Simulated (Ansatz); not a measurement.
Isolated molecules relaxed with PBE0-D4/def2-TZVP in Ansatz; ΔE leaves out vibrations. CCSD(T)/CBS is the MP2 limit (def2-TZVPP, def2-QZVPP) plus CCSD(T) − MP2 in def2-TZVPP, frozen cores. This one scheme is used for every species. DFT in def2-TZVPP. Each species was taken in one conformer, which may not be the lowest.

Reaction (formal exchange of groups at a C–O bond): `COCOC` + `[AlH2][SiH3]` → `CO[CH2][AlH][SiH3]` + CH₃OH

`COCOC`:

```xyz
13

C    -1.537   -0.447    0.964
O    -0.600   -1.030    0.087
C    -0.246   -0.196   -0.969
O     0.475    0.930   -0.581
C     1.759    0.624   -0.089
H    -1.775   -1.194    1.721
H    -2.456   -0.172    0.430
H    -1.135    0.447    1.450
H    -1.138    0.190   -1.479
H     0.344   -0.822   -1.651
H     2.248    1.570    0.142
H     2.351    0.089   -0.843
H     1.710    0.011    0.817
```

`[AlH2][SiH3]`:

Z-matrix (Å, degrees):
```
Si
Al 1 2.457
H 1 1.490 2 113.4
H 1 1.492 2 110.7 3 -121.0
H 1 1.492 2 110.6 3 120.9
H 2 1.589 1 121.5 3 0.3
H 2 1.589 1 119.5 3 -179.7
```

`CO[CH2][AlH][SiH3]`:

Z-matrix (Å, degrees):
```
C
O 1 1.393
H 1 1.105 2 111.7
H 1 1.090 2 108.1 3 -119.2
H 1 1.100 2 111.7 3 120.7
C 2 1.419 1 111.9 3 -58.1
Al 6 1.988 2 114.3 1 73.5
H 6 1.099 2 106.3 1 -168.6
H 6 1.103 2 110.6 1 -55.1
Si 7 2.458 6 121.1 2 1.8
H 7 1.594 6 117.9 2 179.2
H 10 1.492 7 112.8 6 136.6
H 10 1.490 7 112.7 6 14.2
H 10 1.494 7 109.4 6 -104.6
```

CH₃OH:

```xyz
6

C     0.119   -0.321    0.099
O     0.104    1.085    0.006
H     0.991   -0.593    0.695
H     0.214   -0.803   -0.882
H    -0.773   -0.717    0.600
H    -0.655    1.348   -0.517
```

CCSD(T)/CBS gives -12.8 kJ/mol.

**Question.** Another level gave -11.4 kJ/mol. Which?
A. r2SCAN-D4/def2-TZVPP
B. HF/def2-TZVPP
C. CCSD(T)/def2-TZVPP
D. PBE-D4/def2-TZVPP

**Answer.** A. r2SCAN-D4 -11.4, PBE-D4 -17.1, HF/def2-TZVPP 10.9, CCSD(T)/def2-TZVPP -7.4 kJ/mol.

Largest T1 diagnostic among the species: 0.012.

The D4 term adds −3.1 kJ/mol with B3LYP and −2.0 kJ/mol with PBE0; it sums over pairs of atoms, weighted by their polarisabilities, and B3LYP, whose exchange is more repulsive, gets the larger term. From PBE to PBE0 (25 % exact exchange), in def2-TZVPP and without D4, ΔE moves by +3.5 kJ/mol.

CCSD(T)/CBS has its own doubt, a few kJ/mol and more with outer-core shells, so smaller differences from it don't rank the levels.

B3LYP here is the variant with VWN-RPA as its local correlation; programs differ in this.
